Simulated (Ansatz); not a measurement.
Isolated molecules relaxed with PBE0-D4/def2-TZVP in Ansatz; ΔE leaves out vibrations. CCSD(T)/CBS adds triple-zeta CCSD(T) − MP2 to the extrapolated MP2 energy (def2 sets, frozen cores). This one scheme is used for every species. DFT in def2-TZVPP. Triplets are unrestricted, without spin–orbit coupling. For Ge outer-core shells are correlated without core-valence functions, which leaves a few kJ/mol of doubt a bond. Scalar relativity is left out up to krypton. One conformer a species, not always the lowest.

Consider the formal loss of a carbene: `B[CH2][GeH2][CH3]` → `[BH2][GeH2][CH3]` + `[CH2]` (triplet).

```csv
species,PBE-D4 energy (Eh)
`B[CH2][GeH2][CH3]`,-2183.02484
`[BH2][GeH2][CH3]`,-2143.72389
`[CH2]` (triplet),-39.10563
```

(1) Work out ΔE.

Largest T1 diagnostic among the species: 0.011.

## Answers

(1) ΔE = (-2143.72389) + (-39.10563) − (-2183.02484) = 0.19532 Eh = +512.8 kJ/mol. CCSD(T)/CBS gives +505.6 kJ/mol.

From PBE to PBE0 (25 % exact exchange), in def2-TZVPP and without D4, ΔE moves by −8.2 kJ/mol. The D4 term adds +12.2 kJ/mol with B3LYP and +6.5 kJ/mol with PBE0; it sums over pairs of atoms, weighted by their polarisabilities, and B3LYP, whose exchange is more repulsive, gets the larger term.

B3LYP here is the variant with VWN-RPA as its local correlation; programs differ in this.
